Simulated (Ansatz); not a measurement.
`[SH][InH][SH]` + `C[N](C)[Ge][Cl]` → `C[N](C)[InH][SH]` + `[SH][Ge][Cl]`  (redistribution)

Program: Ansatz. Geometries: PBE0-D4/def2-TZVP. ΔE: electronic, gas phase. CCSD(T)/CBS adds triple-zeta CCSD(T) − MP2 to the extrapolated MP2 energy (def2 sets, frozen cores). Functionals use def2-TZVPP. B3LYP here is the variant with VWN-RPA as its local correlation; programs differ in this. def2 core potentials past Kr. For Ge, In outer-core shells are correlated without core-valence functions, which leaves a few kJ/mol of doubt a bond. Scalar relativity is left out up to krypton. One conformer a species, not always the lowest.

```
             level  ΔE (kcal/mol)
          B3LYP-D4           17.4
           ωB97M-V           18.0
CCSD(T)/def2-TZVPP           18.4
    CCSD/CBS(def2)           17.7
```

What does CCSD(T)/CBS give? (An estimate is asked.)

Computed: +17.6 kcal/mol. The listed levels differ from it by -0.2, 0.4, 0.8, 0.1 kcal/mol.

Largest T1 diagnostic among the species: 0.015.

From PBE to PBE0 (25 % exact exchange), in def2-TZVPP and without D4, ΔE moves by +1.3 kcal/mol.
